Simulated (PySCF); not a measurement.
**In(2+): excitation energy**

In(2+) [Kr] 4d10 5s1 (2S) → In(2+) [Kr] 4d9 5s2 (2D), as a difference of total energies. All numbers are calculated (PySCF 2.14, scalar relativity by spin-free X2C-1e, in aug-cc-pwCVTZ-DK3 with one added diffuse shell each of s, p, d, f type (11s10p8d5f1g, 125 functions)). Correlated levels: valence and next inner shell: [Ar] 3d10 frozen. The calculations carry no spin-orbit coupling.

```tsv
method	excitation energy (eV)
UHF	14.900
LDA	14.272
PBE	14.328
PBE0	14.629
r2SCAN	14.779
r2SCANh	14.816
M06	14.409
revPBE	14.431
MP2 (valence and next inner shell)	14.620
SCS-MP2 (valence and next inner shell)	14.471
```

How much does correlation contribute at MP2 (valence and next inner shell)?

14.620 − (14.900) = -0.280 eV, measured against UHF.

A first-order spin-orbit estimate (lowest level to lowest level, LS coupling) adds -0.357 eV.
